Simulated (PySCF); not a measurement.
Compound: C2HBCl2.
Atom-mapped SMILES: `[CH:1]#[C:2][B:3]([Cl:4])[Cl:5]` (hydrogens: H6 on C1)

Cartesian coordinates in Å at the PBE0-D3(BJ)/def2-SVP level; atoms count from 1:
```
atom  x, y, z in Å
C1     1.6440   -0.3618   -0.0461
C2     0.4561   -0.0981   -0.0185
B3    -1.0227    0.2256    0.0175
Cl4   -2.1692   -0.9493    0.6138
Cl5   -1.5965    1.7795   -0.5373
H6     2.6946   -0.5919   -0.0725
```

Theory: core-valence-separated Tamm–Dancoff BHandHLYP/aug-pcX-1 (pcseg-1 on H, def2-SVPD on Cl) in PySCF, non-relativistic, gas phase, PBE0-D3(BJ)/def2-SVP geometry.

Computed boron K-edge spectrum, Gaussian lines of 0.5 eV full width, highest printed point 100; it ends one width below the last computed root. The energies are unshifted.

photon energy (eV), absorption and a bar:
```
    187.6          1 
    187.8         13 ####
    188.0         56 #################
    188.2        100 ##############################
    188.4         74 ######################
    188.6         23 #######
    188.8          3 #
    189.0          0 
    189.2          0 
    189.4          0 
    189.6          0 
    189.8          0 
    190.0          0 
    190.2          0 
    190.4          0 
    190.6          0 
    190.8          0 
    191.0          0 
    191.2          0 
    191.4          0 
    191.6          0 
    191.8          0 
    192.0          0 
    192.2          1 
    192.4         11 ###
    192.6         33 ##########
    192.8         42 #############
    193.0         22 #######
    193.2          8 ##
    193.4         15 #####
    193.6         26 ########
    193.8         19 ######
    194.0          6 ##
    194.2          2 #
    194.4          4 #
    194.6          6 ##
    194.8          9 ###
```

**Question.** Assign the maxima to core holes.

**Answer.** 3 maxima:
- 188.2 eV: B3 (three-coordinate boron), 188.23 eV, f = 0.090, 100 % of the height at the exact maximum
- 192.8 eV: B3 (three-coordinate boron), 192.75 eV, f = 0.038, 100 % of the height at the exact maximum
- 193.6 eV: B3 (three-coordinate boron), 193.63 eV, f = 0.023, 100 % of the height at the exact maximum

Roots within 0.03 eV on the same or equivalent atoms count as one line; shares under 12 % aren't listed.

Vibrational structure and lifetime widths aren't in the curve. The ionisation threshold wasn't computed; near and above it a finite basis only mimics Rydberg series and continuum.

Rough CPU time on one thread of a shared machine: about 16 s.
